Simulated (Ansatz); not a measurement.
BiI₃. Total charge 0; singlet. Geometry PBE-D4/def2-SVP, basis def2-TZVP, Ansatz.

```json
{"run": "A", "HOMO (eV)": "-7.35", "LUMO (eV)": "-3.42"}
{"run": "B", "HOMO (eV)": "-6.49", "LUMO (eV)": "-3.82"}
{"run": "C", "HOMO (eV)": "-6.67", "LUMO (eV)": "-4.07"}
{"run": "D", "HOMO (eV)": "-7.61", "LUMO (eV)": "-3.25"}
{"run": "E", "HOMO (eV)": "-9.92", "LUMO (eV)": "-1.47"}
{"run": "F", "HOMO (eV)": "-6.80", "LUMO (eV)": "-3.77"}
```

In the def2 sets Bi, I take a core potential; there is no spin–orbit coupling. LC-ωPBE has ω = 0.4 bohr⁻¹. B3LYP takes the VWN-RPA correlation.

Q: The runs used B3LYP, LC-ωPBE, LDA (SPW92), PBE, PBE0, r2SCAN. Estimate which is which.

A: A B3LYP (20 % exact exchange); B PBE (0 % exact exchange); C LDA (SPW92) (0 % exact exchange); D PBE0 (25 % exact exchange); E LC-ωPBE (range-separated); F r2SCAN (0 % exact exchange). Exact exchange lowers occupied and raises empty levels; among semilocal functionals meta-GGAs tend to open the gap a little, and such runs are hard to tell apart. The gap grows from 2.60 eV (LDA (SPW92)) to 8.45 eV (LC-ωPBE).
